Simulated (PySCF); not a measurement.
# EPR parameters of C4H8ClSi

Compound: C4H8ClSi (doublet state).
Geometry (GFN2-xTB, Å), atoms numbered from 1 in this order:
```xyz
14
C4H8ClSi angstrom
C     -2.3516   -0.5794   -0.0082
C     -0.8911   -0.3447    0.0152
C     -0.2515    0.8586   -0.1404
Cl    -1.2441    2.2862   -0.3952
C      1.1136    1.0526   -0.1183
Si     2.3928   -0.2805    0.1427
H     -2.6589   -1.1266    0.8843
H     -2.6174   -1.2002   -0.8671
H     -2.9056    0.3532   -0.0663
H     -0.2592   -1.2087    0.1600
H      1.4600    2.0654   -0.2620
H      2.2084   -0.9285    1.4464
H      2.2975   -1.3070   -0.9024
H      3.7065    0.3593    0.0891
```

The hyperfine couplings belong to this conformer and change with its torsions.

The species is `C[CH]/C(Cl)=C\[SiH3]` [radical].

Level of theory: UKS B3LYP, pcH-1 on C Cl H Si, non-relativistic, mean-field spin-orbit, GIAO (PySCF). Isolated species at its GFN2-xTB geometry (one conformer only). The geometry wasn't refined by DFT: couplings that depend on bond lengths, twists or pyramidal angles can differ widely from those at the functional's own minimum. Stability of the SCF solution: not tested. ⟨S²⟩ is 0.775 where a pure state has 0.75.

```
g1, g2, g3                      : 2.00205, 2.00229, 2.00247
g_iso                           : 2.00227
Form of g                       : rhombic: the two nearest values differ by 43 % of g3 − g1
⟨S²⟩                            : 0.7753 (exact 0.7500)
HOMO–LUMO gap, α and β orbitals : 5.90, 4.54 eV
Total energy                    : -906.90530 Eh
Basis functions                 : 250
```

Isotropic coupling and dipolar principal values T1 to T3, in 10⁻⁴ cm⁻¹; ρ(0) is the spin density at the nucleus (1 × 10⁻⁴ cm⁻¹ = 2.998 MHz):

```json
{"atom": "C1", "isotope": "13C", "a_iso": "-7.0", "of which spin–orbit": "0.0", "T1": "-0.6", "T2": "0.2", "T3": "0.5", "Mulliken spin population": "-0.05", "ρ(0) (bohr⁻³)": "-0.0186"}
{"atom": "C2", "isotope": "13C", "a_iso": "17.5", "of which spin–orbit": "0.0", "T1": "-16.5", "T2": "-16.1", "T3": "32.6", "Mulliken spin population": "0.61", "ρ(0) (bohr⁻³)": "0.0467"}
{"atom": "C3", "isotope": "13C", "a_iso": "-18.0", "of which spin–orbit": "0.0", "T1": "-9.5", "T2": "3.9", "T3": "5.6", "Mulliken spin population": "-0.24", "ρ(0) (bohr⁻³)": "-0.0478"}
{"atom": "Cl4", "isotope": "35Cl", "a_iso": "-0.6", "of which spin–orbit": "0.0", "T1": "-2.2", "T2": "0.6", "T3": "1.6", "Mulliken spin population": "-0.01", "ρ(0) (bohr⁻³)": "-0.0046"}
{"atom": "C5", "isotope": "13C", "a_iso": "17.6", "of which spin–orbit": "0.0", "T1": "-16.6", "T2": "-16.1", "T3": "32.7", "Mulliken spin population": "0.66", "ρ(0) (bohr⁻³)": "0.0470"}
{"atom": "Si6", "isotope": "29Si", "a_iso": "9.4", "of which spin–orbit": "0.0", "T1": "-0.5", "T2": "-0.2", "T3": "0.7", "Mulliken spin population": "-0.02", "ρ(0) (bohr⁻³)": "-0.0319"}
{"atom": "H7", "isotope": "1H", "a_iso": "21.7", "of which spin–orbit": "0.0", "T1": "-1.2", "T2": "-0.8", "T3": "1.9", "Mulliken spin population": "0.03", "ρ(0) (bohr⁻³)": "0.0146"}
{"atom": "H8", "isotope": "1H", "a_iso": "27.7", "of which spin–orbit": "0.0", "T1": "-1.2", "T2": "-0.7", "T3": "2.0", "Mulliken spin population": "0.03", "ρ(0) (bohr⁻³)": "0.0186"}
{"atom": "H9", "isotope": "1H", "a_iso": "0.9", "of which spin–orbit": "0.0", "T1": "-1.0", "T2": "-0.8", "T3": "1.8", "Mulliken spin population": "0.00", "ρ(0) (bohr⁻³)": "0.0006"}
{"atom": "H10", "isotope": "1H", "a_iso": "-12.4", "of which spin–orbit": "0.0", "T1": "-6.6", "T2": "-0.7", "T3": "7.4", "Mulliken spin population": "-0.02", "ρ(0) (bohr⁻³)": "-0.0083"}
{"atom": "H11", "isotope": "1H", "a_iso": "-13.2", "of which spin–orbit": "0.0", "T1": "-8.1", "T2": "-0.1", "T3": "8.2", "Mulliken spin population": "-0.03", "ρ(0) (bohr⁻³)": "-0.0088"}
{"atom": "H12", "isotope": "1H", "a_iso": "10.6", "of which spin–orbit": "0.0", "T1": "-0.7", "T2": "-0.5", "T3": "1.2", "Mulliken spin population": "0.02", "ρ(0) (bohr⁻³)": "0.0071"}
{"atom": "H13", "isotope": "1H", "a_iso": "10.5", "of which spin–orbit": "0.0", "T1": "-0.7", "T2": "-0.5", "T3": "1.2", "Mulliken spin population": "0.02", "ρ(0) (bohr⁻³)": "0.0070"}
{"atom": "H14", "isotope": "1H", "a_iso": "-0.4", "of which spin–orbit": "0.0", "T1": "-0.8", "T2": "-0.6", "T3": "1.4", "Mulliken spin population": "0.00", "ρ(0) (bohr⁻³)": "-0.0003"}
```

The Mulliken spin populations are largest on C5 (+0.66), C2 (+0.61) and C3 (-0.24). The angles at C5 add up to 360.0°, so it is planar; its axial dipolar tensor and the negative coupling of its proton fit spin in a p orbital normal to that plane.

Axes: g3 points within 6° of the C3–Cl4 bond.

Under fast tumbling the dipolar parts average out, and these isotropic splittings remain: 3 × 1H (H7/H8/H9, I = 1/2, 4 lines) with 1.80 mT, 1 × 1H (H11, I = 1/2, 2 lines) with 1.41 mT, 1 × 1H (H10, I = 1/2, 2 lines) with 1.32 mT, 3 × 1H (H12/H13/H14, I = 1/2, 4 lines) with 0.74 mT and 1 × 35Cl (Cl4, I = 3/2, 4 lines) with 0.07 mT.

Class means assume fast exchange of nuclei equivalent by connectivity; if that motion is slow, each nucleus keeps its own coupling. The three 1H nuclei of mean +50.3 MHz run from 2.7 to 83.0 MHz in the frozen geometry. The three 1H nuclei of mean +20.6 MHz run from -1.3 to 31.7 MHz in the frozen geometry.

Main isotope only: 35Cl (natural samples also hold 24 % 37Cl, magnetic too, which adds its own pattern).

The 13C coupling of C3 (-53.8 MHz) shows only in satellite lines or after enrichment, since that isotope makes up about 1.07 % of natural carbon.

The 29Si coupling of Si6 (28.3 MHz) shows only in satellite lines or after enrichment, since that isotope makes up about 4.7 % of natural silicon.

The spin density at the nucleus, in bohr⁻³, is negative for C3 (-0.0478), Si6 (-0.0319) and C1 (-0.0186), for instance. A restricted open-shell determinant has no negative spin density anywhere; here it arises because α and β orbitals differ (spin polarisation).
